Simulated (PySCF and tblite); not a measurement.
Molecule: C₄H₉FGe, numbered as in [F:1][C@@H:2]1[CH2:3][CH2:4][GeH2:5][CH2:6]1; H named by carrier, a and b as here (phase angle P 288°, Å):

```
F1       0.759   -0.422   -1.810
C2       0.270   -1.049   -0.671
C3      -1.135   -0.512   -0.415
C4      -1.032    0.997   -0.194
Ge5      0.623    1.180    0.881
C6       1.191   -0.678    0.480
H2       0.270   -2.123   -0.894
H3a     -1.787   -0.749   -1.258
H3b     -1.525   -1.008    0.476
H4a     -0.911    1.502   -1.151
H4b     -1.931    1.386    0.279
H5a      0.404    1.411    2.352
H5b      1.580    2.232    0.401
H6a      2.229   -0.782    0.172
H6b      1.017   -1.352    1.317
```

The ring 2–3–4–5–6 is held at Altona–Sundaralingam phase angles P (ν_j = ν_max cos(P + 144°(j − 2)), ν_j about the bond from ring atom j to j + 1, counted from 0) and the rest relaxed at GFN2-xTB. Energies: PBE0/pcSseg-1 + D3(BJ), IEF-PCM chloroform. Couplings: B3LYP/pcseg-1 with H pcJ-1 F pcJ-1, gas phase, for ¹H, ¹⁹F. (tblite 0.8, PySCF 2.14.)

One held structure gave ³J(F1,H6b) = 1.1, ³J(F1,H3b) = 28.9, ³J(F1,H3a) = 33.0, ³J(F1,H6a) = 42.8, ³J(H3a,H4b) = 1.0, ³J(H3b,H4a) = 15.5, ³J(H2,H6a) = 6.6, ³J(H2,H3a) = 0.5 Hz. Computed couplings to fluorine can be off by tens of per cent at such levels.

Task: At which phase angle P was it held?
A. 72°
B. 288°
C. 216°
D. 360°
E. 144°

Result: D. It lies 4.96 kcal/mol above the lowest point.

Spin–orbit effects of heavy atoms are missing.
